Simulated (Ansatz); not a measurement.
LiSi+, multiplicity 3 (lowest of 2S+1 = 1, 3, 5 at CCSD(T)/def2-TZVPP on PBE0 minima; our sources give no spin for the ground state, which may be another), most abundant isotopes (7.0160 and 27.9769 u). Constants from fifth-degree fits in 1/R to seven points on the lowest solution found; no spin–orbit coupling, no relativity up to Kr; ω_e x_e and α_e move by some per cent with the fit.

Cores are frozen in the correlated methods. CBS(a, b) extrapolates the correlation energy as X⁻³ and adds the Hartree–Fock energy of set b.

Codes used: Ansatz (Gaussian orbitals). 

```json
[
 {"level": "PBE/def2-TZVPP", "r_e (Å)": "2.7698", "ω_e (cm⁻¹)": "256.5", "ω_e x_e (cm⁻¹)": "3.73", "α_e (cm⁻¹)": "0.00792"},
 {"level": "CCSD(T)/CBS(aug-cc-pV(T+d)Z, aug-cc-pV(Q+d)Z)", "r_e (Å)": "2.7867", "ω_e (cm⁻¹)": "264.7", "ω_e x_e (cm⁻¹)": "2.96", "α_e (cm⁻¹)": "0.00656"}
]
```

Q: Derive the rotational constants, the centrifugal constant, the fundamental, the zero-point energy and the force constant.

A: 
μ = 5.60931 u.
- PBE/def2-TZVPP: B_e = 16.8576/(μ r_e²) = 0.39174 cm⁻¹; B₀ = B_e − α_e/2 = 0.38778 cm⁻¹; D = 4B_e³/ω_e² = 3.65e-06 cm⁻¹; fundamental ω_e − 2ω_e x_e = 249 cm⁻¹; zero-point energy ω_e/2 − ω_e x_e/4 = 127 cm⁻¹; k = μ(2πcω_e)² = 21.7 N/m
- CCSD(T)/CBS(aug-cc-pV(T+d)Z, aug-cc-pV(Q+d)Z): B_e = 16.8576/(μ r_e²) = 0.38699 cm⁻¹; B₀ = B_e − α_e/2 = 0.38371 cm⁻¹; D = 4B_e³/ω_e² = 3.31e-06 cm⁻¹; fundamental ω_e − 2ω_e x_e = 259 cm⁻¹; zero-point energy ω_e/2 − ω_e x_e/4 = 132 cm⁻¹; k = μ(2πcω_e)² = 23.2 N/m

Ansatz is an electronic-structure program.
